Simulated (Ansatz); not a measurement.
Calculated with Ansatz (gas phase, PBE0-D4/def2-TZVP geometries, no zero-point term in ΔE). CCSD(T)/CBS adds triple-zeta CCSD(T) − MP2 to the extrapolated MP2 energy (def2 sets, frozen cores). This one scheme is used for every species. Functionals use def2-TZVPP. For Ge outer-core shells are correlated without core-valence functions, which leaves a few kJ/mol of doubt a bond. Scalar relativity is left out up to krypton.

Reaction (ligand exchange at a Ge–C bond): `[CH3][Ge]([F])([F])[SiH3]` + HCl → `[F][Ge]([F])([SiH3])[Cl]` + CH₄

CCSD(T)/CBS gives -81.0 kJ/mol.

(1) Another level gave -86.1 kJ/mol. Which?
A. CCSD(T)/def2-TZVPP
B. r2SCAN-D4/def2-TZVPP
C. HF/def2-TZVPP
D. PBE0-D4/def2-TZVPP

Largest T1 diagnostic among the species: 0.012.

Answers

(1) D. PBE0-D4 -86.1, CCSD(T)/def2-TZVPP -81.0, HF/def2-TZVPP -96.7, r2SCAN-D4 -90.8 kJ/mol.

In def2-TZVPP, CCSD(T) changes the Hartree–Fock value by +15.7 kJ/mol (the triples alone add −0.2 kJ/mol) and MP2 by +12.2 kJ/mol.
